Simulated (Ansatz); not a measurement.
Ge2 (SMILES [Ge]=[Ge]), triplet, at a GFN2-xTB geometry, atoms displaced at random by about 0.08 Å a coordinate; R2SCAN/6-31G, gradient (Ansatz, a first-principles code).

Here is a job for Ansatz.
Ansatz 0.2 input:
```yaml
crystal:
  periodic: [false, false, false]
  atoms:
    - {symbol: Ge, position_ang: [-0.03095584, -0.12385714, -1.16210303]}
    - {symbol: Ge, position_ang: [0.15924270, 0.02919832, 1.20251787]}
basis:
  gaussian:
    orbitals: 6-31G
hamiltonian:
  xc: r2scan
magnetization: {spin_polarized: true, initial_magnetization: 2}
output: {forces: true}
```

Output, abridged:

```
Functional definition: r2SCAN
644 factors; their error is unknown
mean field evaluation 1: about -113013.8738 eV, gradient 4.6e0 eV
mean field evaluation 2: about -113014.0168 eV, gradient 1.7e0 eV
mean field evaluation 4: about -113014.0278 eV, gradient 1.3e-1 eV
mean field evaluation 8: about -113014.0173 eV, gradient 9.8e-3 eV
mean field evaluation 16: about -113014.0173 eV, gradient 5.9e-5 eV
mean field evaluation 32: about -113013.9450 eV, gradient 6.3e-7 eV
mean field evaluation 64: about -113012.9616 eV, gradient 4.2e0 eV
mean field -113014.01730400 eV, -4153.1885322698 hartree, gradient 4.0e-9 eV, S^2 2.003820; 6 other end points of the search recorded, 0 dependent functions left out
the calculation of the forces begins
reference -113014.01731622 eV, -4153.1885327190 hartree; 33, 31 occupied and 25, 27 virtual orbitals, 644 factors
Total energy: -113014.01731622 eV, -4153.1885327190 hartree
Atom 0 at    -0.030956    -0.123857    -1.162103 Å, force    -0.060309    -0.048532    -0.749787 eV/Å
Atom 1 at     0.159243     0.029198     1.202518 Å, force     0.060309     0.048532     0.749787 eV/Å
Dipole moment:     0.000000     0.000000     0.000000 e Å
```
